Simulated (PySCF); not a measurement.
# Spectroscopy problems

Level of theory: GIAO PBE0/pcSseg-1 shieldings, geometry: GFN2-xTB, in PySCF (gas phase, fast rotation and ring inversion assumed for equivalent nuclei, a single conformation, non-relativistic Hamiltonian).

Chemical shifts δ = σref − σ; TMS for ¹H, ¹³C, all at this level. Where no couplings were computed, multiplicities follow the n + 1 count of equivalent neighbours, and m marks all less simple cases (inequivalent or close neighbours, rings, F or P nearby). Shifts are as computed. Against solution values, carbons near 30 ppm lie about +3 ppm off and those near 130 ppm about +5 ppm; carbons on Cl a further +6 ppm (rms about the fit 2.1 ppm; single classes can miss by 10 ppm). Of 1328 compounds with measured shifts, 309 miss one by over three times the rms of a fit or turn the order of signals round; such compounds aren't used in these exercises. Signals without a measured value on file couldn't be tested in this way; 1H shifts scatter by 0.2 ppm about their fit, and single ones miss by 0.5 ppm. Carbons bonded to Cl come out too deshielded.

**Question.** C5H9ClO. ¹H NMR (500 MHz, computed): δ 6.19 (s, 1H), 4.36 (s, 2H), 3.35 (s, 3H), 1.89 (s, 3H). ¹³C{¹H} NMR (computed): δ 144.3 (C), 128.3 (CH), 72.3 (CH2), 57.9 (CH3), 21.0 (CH3). Give a structure.

**Answer.** `COC/C(C)=C\Cl`. Rings plus π bonds: 1 (no ring in the answer). 5 carbon signals for 5 carbons: no two carbons are equivalent. Carbon types of the structure: 1 × C, 1 × CH, 1 × CH2, 2 × CH3, which accounts for all hydrogens. δC 144.3: fully substituted alkene carbon; as expected for a trigonal carbon in a double bond. δC 128.3: alkene CH; the olefinic region. δC 72.3: allylic sp3 CH2 bonded to O; deshielded by the electronegative neighbour. δH 4.36: hydrogen on an allylic sp3 CH2 bonded to O; its carbon carries O, an electronegative neighbour.

The data come from this structure; uniqueness wasn't tested.

**Question.** C6H11N. ¹H NMR (400 MHz, computed): δ 3.53 (q, 2H), 3.01 (m, 2H), 2.89 (m, 2H), 1.92 (m, 2H), 1.22 (t, 3H). ¹³C{¹H} NMR (computed): δ 170.5 (C), 50.7 (CH2), 39.4 (CH2), 33.7 (CH2), 18.9 (CH3), 13.3 (CH2). Give a structure.

**Answer.** SMILES C1C(=NCC)CC1. Rings plus π bonds: 2 (1 ring in the answer). 6 carbon signals for 6 carbons: no two carbons are equivalent. Carbon types of the structure: 1 × C, 4 × CH2, 1 × CH3, which accounts for all hydrogens. δC 170.5: C=N carbon. δC 39.4, 33.7, 13.3: sp3 CH2 in a ring; saturated and bonded to C and H only. δC 18.9: methyl carbon; saturated and bonded to C and H only. δH 3.53: hydrogen on an sp3 CH2 bonded to N; its carbon carries N, which withdraws density.

This is the structure that produced the data.
